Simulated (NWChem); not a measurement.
# TiSCl2; SMILES [Ti]([Cl])(=[S])[Cl]

All runs: NWChem. Pople sets run with spherical d functions. Medium grid unless said otherwise, to which SCAN and Minnesota functionals are sensitive. Coordinates come from a B3LYP/6-31G* (spherical d) optimisation. Total energies of different functionals are on different scales.

| level | energy (Ha) | highest occupied level (eV) | orbital gap (eV) | dipole (D) |
|---|---|---|---|---|
| B3LYP/6-31G* | -2168.1509 | -7.88 | 3.40 | 1.66 |
| PBE/6-31G* | -2167.3420 | -6.94 | 1.82 | 1.69 |
| SCAN/6-31G* | -2168.2990 | ___ | ___ | ___ |
| B97-2/6-31G* | -2168.2978 | -7.96 | 3.71 | 1.67 |
| HCTH/407/6-31G* | -2168.5319 | -7.14 | 1.84 | 1.62 |
| N12/6-31G* | -2168.1299 | -6.81 | 1.75 | 1.61 |
| KT2/6-31G* | -2182.8757 | -7.03 | 1.79 | 1.63 |
| CAM-B3LYP/6-31G* | -2168.1407 | -9.42 | 6.23 | 1.66 |

Complete the blanks.


- SCAN/6-31G*, highest occupied level (eV): -7.28
- SCAN/6-31G*, orbital gap (eV): 2.15
- SCAN/6-31G*, dipole (D): 1.77
